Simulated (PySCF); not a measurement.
Isomers of C8H11N, one GFN2-xTB conformer each. Single-point energies are computed at PBE0/pcSseg-1 (PySCF, gas phase, no added dispersion term), electronic only.

Question: Rank them by PBE0/pcSseg-1 energy, lowest first (kcal/mol).
A. `C[C@@H]1C[C@H]2C[C@@H]1[C@@H]2C#N`
B. `[CH2:1]=[CH:2]/[CH:3]=[CH:4]\[C:5](=[CH2:6])/[CH:7]=[N:8]\[CH3:9]` with C1–C2–C3–C4 -177°, C3–C4–C5–C6 -163°, C4–C5–C7–N8 -130°
C. `[CH:1]#[C:2][CH2:3][C@@H:4]([CH3:5])[C@@H:6]([CH3:7])[C:8]#[N:9]` with C2–C3–C4–C5 174°, C3–C4–C6–C7 172°
D. `[CH2:1]=[CH:2][C@@H:3]1[CH2:4][CH2:5][CH2:6][C@H:7]1[C:8]#[N:9]` with C1–C2–C3–C4 -124°, C2–C3–C4–C5 -157°, C3–C4–C5–C6 43°, C4–C5–C6–C7 -34°, C5–C6–C7–C8 -108°
E. `N#C[C@]12CCC[C@H](C1)C2`
F. `N#C[C@@H]1C[C@@H]2CC[C@H]1C2`

Answer: F (0.0), E (14.6), D (17.4), A (21.4), C (46.7), B (54.8).

As drawn, the lowest has a C≡N group, which the highest lacks; the highest has a C=N bond and a C=C bond outside aromatic rings, which the lowest lacks. GFN2-xTB itself gives, in the same order: 0.0, 14.9, 27.1, 21.1, 56.4, 62.9. Both levels put the same isomer lowest; measured from each level's own lowest isomer, the values differ by up to 9.7 kcal/mol (C=C[C@@H]1CCC[C@H]1C#N: 27.1 against 17.4).

Q: Which frontier levels, dipoles and rotational constants go with these structures?

A: 
```
                           SMILES  HOMO (eV, PBE0/pcSseg-1)  LUMO (eV)  dipole (D)      A, B, C (MHz)
     N#C[C@@H]1C[C@@H]2CC[C@H]1C2                     -8.72       0.63        4.27   3033, 1467, 1371
          N#C[C@]12CCC[C@H](C1)C2                     -8.57       0.72        4.50   3383, 1378, 1183
           C=C[C@@H]1CCC[C@H]1C#N                     -7.75       0.08        4.22  1925, 1549, 967.2
C[C@@H]1C[C@H]2C[C@@H]1[C@@H]2C#N                     -8.63       0.88        4.47   3295, 1270, 1130
        C#CC[C@@H](C)[C@@H](C)C#N                     -8.01       0.75        3.83   2064, 1143, 1065
              C=C/C=C\C(=C)/C=N\C                     -6.45      -1.61        1.72  2404, 1102, 821.2
```

Q: As an exercise, what shares would exp(−E/RT) give at 2000 K from these electronic energies alone (no entropy, no degeneracies)?

A: RT = 3.974 kcal/mol: N#C[C@@H]1C[C@@H]2CC[C@H]1C2 95.9 %, N#C[C@]12CCC[C@H](C1)C2 2.4 %, C=C[C@@H]1CCC[C@H]1C#N 1.2 %, C[C@@H]1C[C@H]2C[C@@H]1[C@@H]2C#N 0.4 %, C#CC[C@@H](C)[C@@H](C)C#N under 0.1 %, C=C/C=C\C(=C)/C=N\C under 0.1 %.
